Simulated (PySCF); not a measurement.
# [Pb(BH4)3]− relaxed at several levels

Computed with PySCF 2.14.0, def2-SVP on the ligands, density fitting, scalar-relativistic core potentials, no spin-orbit coupling, vacuum. Each row is relaxed at its own level from the same template. Distances are means of the shortest metal–ligand contacts, charges and spins Mulliken's; removal energies are rigid, with the ligand's formal charge and no counterpoise, so too large; for an anion taken off a cation in vacuum most of it is the attraction of opposite charges, and multiply charged cations can part far more cheaply with an electron moved from ligand to metal.

```json
{"level": "TPSS", "basis on the metal": "def2-SVP with ECP60", "point group": "C3", "M–BH4 (Å)": "2.219", "charge on M (e)": "0.52", "HOMO–LUMO gap (eV)": "4.78", "removal of one BH4 (eV)": "2.47", "unstable modes (below −25 cm⁻¹)": "not given"}
```

Problem. What does the calculation give for PBE0, def2-SVP with ECP60?

Solution. point group: C3h, M–BH4 (Å): 2.488, charge on M (e): 0.70, HOMO–LUMO gap (eV): 5.09, removal of one BH4 (eV): 2.33, unstable modes (below −25 cm⁻¹): 1.
```xyz
16

Pb    0.0000    0.0000    0.0000
B     2.6715    0.0258    0.0000
H     3.8960   -0.0412    0.0000
H     2.2041   -0.5603    1.0089
H     2.2041   -0.5603   -1.0089
H     2.2906    1.2092    0.0000
B    -1.3581    2.3007    0.0000
H    -1.9123    3.3946    0.0000
H    -0.6168    2.1890    1.0089
H    -0.6168    2.1890   -1.0089
H    -2.1925    1.3791    0.0000
B    -1.3134   -2.3265    0.0000
H    -1.9836   -3.3534    0.0000
H    -1.5873   -1.6287    1.0089
H    -1.5873   -1.6287   -1.0089
H    -0.0981   -2.5883    0.0000
```

Members with unstable modes aren't minima as they stand: saddle points kept by symmetry or, where the modes are soft, flat surfaces and noise. Moved off a saddle point of the template and relaxed again: TPSS. One start shape was tried for each, so a minimum needn't be the lowest isomer.
